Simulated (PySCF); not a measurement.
**Spinor energies of Sn³⁺ (tin, charge +3)**

Start: [Kr] 4d9 5s2; 4d3/2 filled at m_j = -3/2, -1/2, +1/2, +3/2; 4d5/2 filled at m_j = -3/2, -1/2, +1/2, +3/2, +5/2. Calculated with PySCF 2.14 in x2c-SVPall-2c with one added diffuse shell each of s, p type (7s9p4d, 54 functions): generalised Hartree-Fock with the X2C-1e Hamiltonian and a Gaussian nucleus; one run each with spin-orbit coupling (SO) switched off, then screened by Boettger's factors. This is a chosen level, not necessarily the ground level.

| spinor shell | electrons | ε, spin-free (eV) | ε, screened SO (eV) | weight of nominal j (screened SO) | rms radius, screened SO (bohr) |
| --- | --- | --- | --- | --- | --- |
| 1s1/2 | 2 | -29384.5 | -29381.9 | 1.000 | 0.0333 |
| 2s1/2 | 2 | -4563.6 | -4562.9 | 1.000 | 0.136 |
| 2p1/2 | 2 | -4095.2 | -4255.5 | 1.000 | 0.118 |
| 2p3/2 | 4 | -4095.2 | -4021.9 | 1.000 | 0.123 |
| 3s1/2 | 2 | -953.47 | -953.26 | 1.000 | 0.361 |
| 3p1/2 | 2 | -796.33 | -826.53 | 1.000 | 0.354 |
| 3p3/2 | 4 | -796.33 | -782.40 | 1.000 | 0.366 |
| 3d3/2 | 4 | -554.89 | -560.25 | 0.999 | 0.340 |
| 3d5/2 | 6 | -554.89 | -551.10 | 0.999 | 0.342 |
| 4s1/2 | 2 | -198.25 | -198.20 | 1.000 | 0.867 |
| 4p1/2 | 2 | -147.48 | -153.83 | 0.990 | 0.923 |
| 4d3/2 | 4 | -72.185 | -73.079 | 0.923 | 1.15 |
| 4d5/2 | 5 | -72.185 | -71.510 | 0.938 | 1.16 |
| 5s1/2 | 2 | -41.196 | -41.193 | 1.000 | 2.29 |

**Question.** Where does 4p3/2 lie, and what is the 4p spin-orbit splitting (screened SO)?

**Answer.** At -144.49 eV, 9.344 eV above 4p1/2.

```csv
quantity,spin-free,screened SO
E (hartree),-6169.77349,-6171.21665
M_J,5/2,5/2
⟨J²⟩,8.752,8.752
⟨L²⟩,6.002,6.016
⟨S²⟩,0.750,0.765
```

Each row is a mean over spinors that exchange with the open shell spreads, by up to 6.529 eV (4p3/2).

Breit and QED terms are absent; they matter most for the inner s and p1/2 levels.

Densities and radii are taken from the X2C orbitals without a picture-change correction, which distorts them close to the nucleus.

Without spin-orbit coupling the j labels of p, d and f shells carry no meaning; the spin-free column gives the mean over the occupied spinors of each nl shell.
